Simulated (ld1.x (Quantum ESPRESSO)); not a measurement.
Varying the TM potential for As

Base potential:

arsenic, norm-conserving Troullier–Martins (Kleinman–Bylander form), made with ld1.x (Quantum ESPRESSO) 7.5 (LDA (PZ), scalar-relativistic). Core [Ar] 3d10, reference 4s2 4p2.5 (charge +0.5). Waves: 4s (bound): rc 1.60 bohr; 4p (bound): rc 1.65 bohr. Local part: the p channel. Core correction: a·sin(br)/r model core inside 1.55 bohr.

All-electron outer shells of the reference configuration (LDA (PZ), scalar-relativistic, ld1.x):

```tsv
shell	level (eV)	outermost node (bohr)	outermost maximum (bohr)
4s	-18.97	0.73	1.59
4p	-9.27	0.78	1.92
```

Cutoffs, loose and tight: the cutoffs (Ry, on a coarse ladder) from which the occupation-weighted sum of valence levels, in a spherical-Bessel basis at the reference potential, stays within 10 and 1 mRy of its value at 400 Ry. They do not see the model core or the augmentation charge, which bear on the density cutoff. Test errors are all-electron minus pseudo excitation energies from the reference, over the configurations 4s2 4p3; 4s2 4p2; 4s2 4p1; 4s0 4p5; 4s2 4p0; 4s2 4p3.3; 4s1 4p0 (two spin-polarised tests are not counted in the largest error). A dash means not determined; rows that change the core or the reference have their own tests.

A true bound ghost makes a file unfit for plane-wave use even where its test errors are small: the radial tests pick states by their node count and pass the ghost by.

| change | outcome | cutoff, loose | cutoff, tight | bound ghosts | largest test error (meV) |
| --- | --- | --- | --- | --- | --- |
| base | generated | 35 Ry | 50 Ry | none | -260 |
| wave 4s (bound): rc 1.60 bohr becomes 4s (bound): rc 1.08 bohr | generated | 160 Ry | 300 Ry | s | -235 |
| wave 4s (bound): rc 1.60 bohr becomes 4s (bound): rc 1.22 bohr | generated | 80 Ry | 160 Ry | s | -259 |
| wave 4s (bound): rc 1.60 bohr becomes 4s (bound): rc 1.48 bohr | generated | 35 Ry | 50 Ry | none | -260 |
| wave 4s (bound): rc 1.60 bohr becomes 4s (bound): rc 1.62 bohr | generated | 35 Ry | 50 Ry | none | -260 |
| wave 4s (bound): rc 1.60 bohr becomes 4s (bound): rc 1.76 bohr | generated | 35 Ry | 50 Ry | none | -262 |
| wave 4s (bound): rc 1.60 bohr becomes 4s (bound): rc 2.02 bohr | generated | 25 Ry | 40 Ry | none | -267 |
| wave 4s (bound): rc 1.60 bohr becomes 4s (bound): rc 2.20 bohr | generated | 21 Ry | 40 Ry | none | -270 |
| wave 4s (bound): rc 1.60 bohr becomes 4s (bound): rc 2.38 bohr | generated | 18 Ry | 35 Ry | none | -275 |

Reading the sweep of the s radius (base included, trends over the rows without a ghost): The loose cutoff falls from 35 Ry at 1.48 to 18 Ry at 2.38 bohr. A larger radius leaves more room for a smooth pseudo-wave, so fewer plane waves are needed; a smaller one forces it to follow the all-electron wave where it bends sharply. The median size of the test errors (rows with all tests solved) falls from 10.7 meV at 1.48 to 3.2 meV at 2.38 bohr, with one reversal. This runs against the usual rule that a larger radius transfers worse; these runs do not show why. Bound ghosts are found at 1.08, 1.22 bohr.
